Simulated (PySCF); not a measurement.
Static response to an electric field

BCl2F.
Cartesian coordinates in Å at the PBE0-D3(BJ)/def2-SVP level; atoms count from 1:
```xyz
4
BCl2F angstrom
B     -0.051   -0.084    0.000
Cl     1.690   -0.147    0.015
Cl    -0.904    1.435   -0.020
F     -0.734   -1.204    0.005
```

Level: wB97X-D/def2-SVPD (PySCF), static field, nuclei fixed, core orbitals frozen in the response. The polarisability tensor in these axes (au):

```
x   47.83 -5.45  0.18
y   -5.45 42.22 -0.14
z    0.18 -0.14 32.23
```

**Question.** Give the principal values, the mean and the anisotropy Δα = √{½[(α1 − α2)² + (α2 − α3)² + (α1 − α3)²]}.

**Answer.** Principal values 32.23, 38.89 and 51.15 au; mean 40.76 au = 6.04 Å³ = 6.72 × 10⁻⁴⁰ C²·m²/J; Δα = 16.63 au (41 % of the mean).

**Question.** What is the dipole moment, and where does it point?

**Answer.** (0.12, 0.20, 0.00) D, 0.23 D in size, pointing from the negative to the positive side. Measured along this direction, the outermost atoms are F4 at the negative end and Cl2 and Cl3 at the positive end.

**Question.** Form Σ f/ω² (atomic units) for the 10 lowest TDDFT singlets, given as eV and f, and set it beside the mean polarisability, which is this sum over all singlets: 6.81, 0.0000; 7.74, 0.0006; 7.86, 0.1685; 8.66, 0.0558; 8.73, 0.0001; 8.73, 0.0372; 9.05, 0.0000; 9.52, 0.1330; 9.81, 0.0306; 9.88, 0.1405.

**Answer.** They add up to 5.33 au, 13.1 % of the 40.76 au; the largest single term is 2.02 au, from the state at 7.86 eV. Terms in order: 0.00, 0.01, 2.02, 0.55, 0.00, 0.36, 0.00, 1.09, 0.24, 1.07 au. Higher excitations give the rest. The strengths listed sum to 0.566.

**Question.** Traceless (Buckingham) quadrupole moment about the centre of nuclear charge: eigenvalues?

**Answer.** -2.37, 0.25, 2.11 D·Å. The values depend on the origin, since the dipole doesn't vanish. The electronic extent ⟨r²⟩ about the same centre is 482 bohr², a root-mean-square distance of 1.68 Å for the 48 electrons.

**Question.** Refractivity n − 1 of an ideal gas of it at 298.15 K and 1 atm, from the electronic α?

**Answer.** N = p/kT = 2.4615 × 10¹⁹ cm⁻³, so n − 1 = 2π × N × 6.04 × 10⁻²⁴ cm³ = 934 × 10⁻⁶ at long wavelengths, for an ideal gas.

Geometry: PBE0-D3(BJ)/def2-SVP; no solvent, vibrations or thermal averaging.
